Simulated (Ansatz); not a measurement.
Relaxation of Cl₂H₂HfO₂ (7 atoms, charge 0, multiplicity 1), to a largest force component of 0.02 eV/Å in at most 40 steps.

Method: RKS PBE-D4/def2-SVP (Ansatz 0.2.0).

```xyz
7
Properties=species:S:1:pos:R:3
Hf 0.000 0.000 0.000
Cl 0.000 0.000 2.520
O 1.952 0.000 -0.689
H 2.268 -0.952 -0.806
O -0.975 1.689 -0.689
H -1.933 1.458 -0.912
Cl -1.187 -2.056 -0.839
```

Q: Where does it end, and by what steps?

A: It converged. The force dipped under the threshold on the way, but the program's further checks kept it going. After 16 steps the energy has fallen by 0.994 eV; H4 moved furthest, 0.78 Å.

```tsv
step	energy less start (eV)	largest force component (eV/Å)	accepted
0	0.0000	2.516	yes
1	-0.6420	1.327	yes
2	-0.7441	1.363	yes
3	-0.7824	1.417	yes
4	-0.8998	0.427	yes
5	-0.9100	0.090	yes
6	-0.9482	0.385	yes
7	-0.9733	0.087	yes
8	-0.9783	0.118	yes
9	-0.9794	0.139	yes
10	-0.9846	0.133	yes
11	-0.9489	1.231	no
12	-0.9923	0.043	yes
13	-0.9910	0.361	no
14	-0.9940	0.008	yes
15	-0.9942	0.043	yes
16	-0.9942	0.011	yes
```

```xyz
7
Properties=species:S:1:pos:R:3
Hf -0.145 -0.258 0.076
Cl -0.040 -0.023 2.435
O 1.636 -0.333 -0.617
H 2.499 -0.249 -1.042
O -1.093 1.236 -0.652
H -1.447 2.018 -1.093
Cl -1.284 -2.252 -0.523
```

Whether the end is a true minimum wasn't checked by a vibrational analysis.

Time of the run: 72 s on 2 threads of Intel(R) Xeon(R) Platinum 8259CL CPU @ 2.50GHz (Skylake/Cascade Lake), on a shared host, peak memory 0.23 GiB.
